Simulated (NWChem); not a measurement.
Correlation energy of Se (+1)

```xyz
1

Se     0.0000     0.0000     0.0000
```
Charge +1, spin multiplicity 4.

The numbers come from NWChem runs, not from measurements.

Basis set: def2-QZVP. Each correlation energy counts from its own Hartree-Fock reference.

The Hamiltonian is non-relativistic. The correlated methods keep 9 core orbitals frozen. No SCF solution was tested for a lower state. Open-shell Hartree-Fock references start from PBE0 orbitals. No row is a measurement; the coupled-cluster row has its own basis-set and correlation limits.

Q: Order these methods by the correlation energy they give, lowest first: CCSD on UHF, CCSD on ROHF, CCSD[T] on ROHF, CCSD(T) on UHF, SCS-UMP2, UMP2.

A: CCSD[T] on ROHF (-259.3 mHa), CCSD(T) on UHF (-257.4 mHa), CCSD on ROHF (-252.1 mHa), CCSD on UHF (-250.9 mHa), UMP2 (-249.5 mHa), SCS-UMP2 (-226.7 mHa)
